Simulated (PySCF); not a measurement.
CH7F2NSi2. Atoms are numbered in the order given.

```xyz
13

C      1.9142    -0.8875     0.5878
Si     0.6492     0.3513     0.0379
F      1.3475     1.4172    -0.9759
F      0.1749     1.2130     1.3433
Si    -1.3007    -0.5483    -0.8479
N     -2.0667    -1.2182     0.5649
H      1.4393    -1.6289     1.2502
H      2.7357    -0.3997     1.1362
H      2.3388    -1.4209    -0.2775
H     -2.0718     0.4856    -1.6112
H     -1.0014    -1.6610    -1.7975
H     -2.8812    -1.8172     0.4721
H     -2.1588    -0.6184     1.3799
```

Geometry optimised at ωB97X-D3(BJ)/def2-SVP. The structure was generated by enumeration, and PubChem lists no compound with its InChIKey, so it may never have been made. One conformer was computed; it need not be the lowest.

The numbers are results of PBE/pcSseg-1 (PySCF), not measurements.

GIAO shieldings, no solvent; atoms listed in one row are averaged. δ = σ(ref) − σ: ¹³C against TMS (σ = 182.0 ppm); ²⁹Si against TMS (σ = 335.4 ppm); ¹⁹F against CFCl3 (σ = 133.6 ppm); ¹⁵N against NH3 (σ = 267.0 ppm); ¹H against TMS (σ = 31.49 ppm), references at their B3LYP-D3(BJ)/def2-TZVP geometries, non-relativistic.

Problem. Estimate the chemical shifts. (An estimate is asked for; the answer gives what the named calculation found.)

Solution. 
```csv
nucleus,atoms,count,δ (ppm)
¹³C,C1,1,3.8
²⁹Si,Si2,1,31.6
²⁹Si,Si5,1,-61.8
¹⁹F,F3,1,-164.2
¹⁹F,F4,1,-174.4
¹⁵N,N6,1,-0.8
¹H,H10,1,5.33
¹H,H11,1,5.00
¹H,"H7, H8, H9",3,0.80
¹H,"H12, H13",2,-0.01
```
